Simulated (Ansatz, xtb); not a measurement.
Diatomic OsN, multiplicity 2 (lowest of 2S+1 = 2, 4, 6, 8 at CCSD(T)/def2-TZVPP on PBE0 minima; our sources give no spin for the ground state, which may be another). No spin–orbit coupling. The T1 diagnostic near the minimum is 0.072, so single-reference values are doubtful.

The constants come from a fifth-degree fit in 1/R (seven points, main isotopes). In def2 and cc sets the state is the lowest found near the PBE0 minimum, followed along R.

Codes used: Ansatz (Gaussian orbitals); xtb for the GFN methods.  In def2 rows elements past Kr take small-core potentials, without spin–orbit coupling. The GFN methods have no spin term and hold the electronic entropy of 300 K.

| level | r_e (Å) | ω_e (cm⁻¹) | B_e (cm⁻¹) | α_e (cm⁻¹) | dipole (D) |
|---|---|---|---|---|---|
| GFN2-xTB | 1.660 | 1133 | 0.469 | 0.0035 | - |
| SVWN5/def2-TZVPP | 1.602 | 1235 | 0.503 | 0.0023 | 1.51 |
| PBE/def2-TZVPP | 1.614 | 1197 | 0.496 | 0.0024 | 1.54 |

Ansatz is a quantum-chemistry and plane-wave program.
